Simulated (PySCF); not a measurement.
Compound: C8H11NO.
Bonds: C1–C2, C2–O3 (double), C2–N4, N4–C5, C5–C6 (double), C6–C7, C7–C8, C8–C9 (double), C9–C10, C5–C10. Hydrogens: H11, H12, H13 on C1; H14 on N4; H15 on C6; H16, H17 on C7; H18 on C8; H19 on C9; H20, H21 on C10.

The same species was optimised twice, with GFN2-xTB and with PBE0-D3(BJ)/def2-SVP (PySCF), and the same property calculations (PySCF, gas phase) were run on both structures.

| coordinate | GFN2-xTB | PBE0-D3(BJ)/def2-SVP | change |
| --- | --- | --- | --- |
| C5=C6 (Å) | 1.330 | 1.344 | +0.014 |
| C8=C9 (Å) | 1.320 | 1.334 | +0.014 |
| C2–N4 (Å) | 1.363 | 1.373 | +0.010 |
| C5–C10 (Å) | 1.496 | 1.501 | +0.005 |
| C1–C2 (Å) | 1.518 | 1.515 | -0.003 |
| C2=O3 (Å) | 1.210 | 1.212 | +0.002 |
| N4–C5 (Å) | 1.404 | 1.403 | -0.001 |
| C6–C7 (Å) | 1.495 | 1.494 | -0.001 |
| C9–C10 (Å) | 1.495 | 1.495 | 0.000 |
| C7–C8 (Å) | 1.495 | 1.495 | 0.000 |
| C1–C2–N4 (°) | 112.0 | 113.2 | +1.2 |
| N4–C5–C10 (°) | 117.5 | 118.4 | +0.9 |
| C1–C2–O3 (°) | 122.9 | 122.3 | -0.6 |
| C6–C5–C10 (°) | 123.3 | 122.7 | -0.6 |
| O3–C2–N4 (°) | 125.0 | 124.5 | -0.5 |
| C7–C8–C9 (°) | 123.5 | 123.0 | -0.5 |
| C6–C7–C8 (°) | 112.5 | 112.9 | +0.4 |
| C2–N4–C5 (°) | 129.5 | 129.8 | +0.3 |
| C1–C2–N4–C5 (°) | 180 | 180 | 0 |
| C2–N4–C5–C6 (°) | 180 | 178 | -2 |

Rotational constants: A = 3431, B = 771.8, C = 637.4 MHz (GFN2-xTB) against A = 3421, B = 761.7, C = 630.3 MHz (PBE0-D3(BJ)/def2-SVP).

On the GFN2-xTB structure: HOMO (eV) -6.18 [PBE0/pcSseg-1]; LUMO (eV) 0.04 [PBE0/pcSseg-1]; dipole (D) 3.29 [PBE0/pcSseg-1]; GIAO shielding of C1 (ppm) 160.7 [PBE0/pcSseg-1]; GIAO shielding of C2 (ppm) 19.0 [PBE0/pcSseg-1]; GIAO shielding of O3 (ppm) -109.6 [PBE0/pcSseg-1]; GIAO shielding of N4 (ppm) 104.0 [PBE0/pcSseg-1]; GIAO shielding of C5 (ppm) 44.7 [PBE0/pcSseg-1]; GIAO shielding of C6 (ppm) 83.9 [PBE0/pcSseg-1]; GIAO shielding of C7 (ppm) 156.6 [PBE0/pcSseg-1]; GIAO shielding of C8 (ppm) 57.8 [PBE0/pcSseg-1].

**Question.** What do these properties become on the PBE0-D3(BJ)/def2-SVP structure?

**Answer.** 
```tsv
property	level	on GFN2-xTB	on PBE0-D3(BJ)/def2-SVP	change
HOMO (eV)	PBE0/pcSseg-1	-6.18	-6.12	+0.06
LUMO (eV)	PBE0/pcSseg-1	0.04	-0.05	-0.09
dipole (D)	PBE0/pcSseg-1	3.29	3.26	-0.03
energy, GFN2-xTB geometry as zero (kcal/mol)	PBE0/pcSseg-1	0.0	-0.5	-0.5
GIAO shielding of C1 (ppm)	PBE0/pcSseg-1	160.7	159.2	-1.5
GIAO shielding of C2 (ppm)	PBE0/pcSseg-1	19.0	17.7	-1.3
GIAO shielding of O3 (ppm)	PBE0/pcSseg-1	-109.6	-118.6	-9.0
GIAO shielding of N4 (ppm)	PBE0/pcSseg-1	104.0	103.0	-1.0
GIAO shielding of C5 (ppm)	PBE0/pcSseg-1	44.7	42.3	-2.4
GIAO shielding of C6 (ppm)	PBE0/pcSseg-1	83.9	81.3	-2.6
GIAO shielding of C7 (ppm)	PBE0/pcSseg-1	156.6	155.4	-1.2
GIAO shielding of C8 (ppm)	PBE0/pcSseg-1	57.8	54.3	-3.5
```

The heavy atoms differ by 0.027 Å rms after alignment. Among bonds between heavy atoms C5=C6 and C8=C9 change most and about equally (+0.014 Å). Changes are differences of the printed values. Neither structure is proved a minimum here.

Conformer computed: `[CH3:1][C:2](=[O:3])[NH:4][C:5]1=[CH:6][CH2:7][CH:8]=[CH:9][CH2:10]1`: C1–C2–N4–C5 180°, C2–N4–C5–C6 178°.
